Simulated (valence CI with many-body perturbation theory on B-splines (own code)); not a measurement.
Pt⁶²⁺: fill in the table

Method: relativistic CI+MBPT: six valence electrons over a frozen Dirac-Fock core [Ne], a basis of 9 s, 9 p, 8 d, 6 f, 3 g, 1 h functions for each j, with the one-electron correlation potential Σ1 (screened to all orders), the two-electron term Σ2, the three-electron term Σ3, Breit, model QED; selected single and double excitations, second order for the rest, scaled by the run's own slope (own B-spline code, finite nucleus).

The last digits are not significant, and no measured levels were compared; by estimate large intervals hold to a few tenths of a per cent, small ones and those within an open d or f shell to about a per cent. Among the levels kept, up to 1000 cm⁻¹ of a level comes from second order outside the variational space, and about a tenth of that is noise between levels of different J, which matters for small intervals.

| Level | E (eV) |
| --- | --- |
| (3s^2 3p1/2^2 3p3/2^2) J=2 | 0.00 |
| (3s^2 3p1/2^2 3p3/2^2) J=0 | 21.20 |
| (3s^2 3p1/2^2 3p3/2 3d3/2) J=2 | 251.36 |
| (3s^2 3p1/2^2 3p3/2 3d3/2) J=1 | 260.67 |
| (3s^2 3p1/2^2 3p3/2 3d3/2) J=0 | 260.88 |
| (3s^2 3p1/2^2 3p3/2 3d3/2) J=3 | ? |
| (3s^2 3p1/2^2 3p3/2 3d5/2) J=4 | 358.28 |
| (3s^2 3p1/2^2 3p3/2 3d5/2) J=2 | ? |
| (3s^2 3p1/2^2 3p3/2 3d5/2) J=3 | ? |
| (3s^2 3p1/2^2 3p3/2 3d5/2) J=1 | 398.13 |
| (3s^2 3p1/2 3p3/2^3) J=1 | 448.55 |
| (3s^2 3p1/2 3p3/2^3) J=2 | 458.64 |
| (3s^2 3p1/2^2 3d3/2^2) J=2 | 513.53 |
| (3s^2 3p1/2^2 3d3/2^2) J=0 | ? |
| (3s^2 3p1/2^2 3d3/2 3d5/2) J=3 | 625.33 |
| (3s^2 3p1/2^2 3d3/2 3d5/2) J=2 | 637.17 |
| (3s^2 3p1/2^2 3d3/2 3d5/2) J=4 | 642.39 |
| (3s^2 3p1/2^2 3d3/2 3d5/2) J=1 | 642.56 |
| (3s 3p1/2^2 3p3/2^3) J=2 | ? |
| (3s 3p1/2^2 3p3/2^3) J=1 | ? |

Levels are named by their leading jj configuration (3d3/2^4 stands for four electrons in 3d with j = 3/2), which in mixed levels can hold well under half, so a name can repeat and another be missing.

The levels stand in rising order. What does the calculation give for the missing energies?

(3s^2 3p1/2^2 3p3/2 3d3/2) J=3 261.08; (3s^2 3p1/2^2 3p3/2 3d5/2) J=2 366.03; (3s^2 3p1/2^2 3p3/2 3d5/2) J=3 385.83; (3s^2 3p1/2^2 3d3/2^2) J=0 539.87; (3s 3p1/2^2 3p3/2^3) J=2 648.53; (3s 3p1/2^2 3p3/2^3) J=1 669.97.
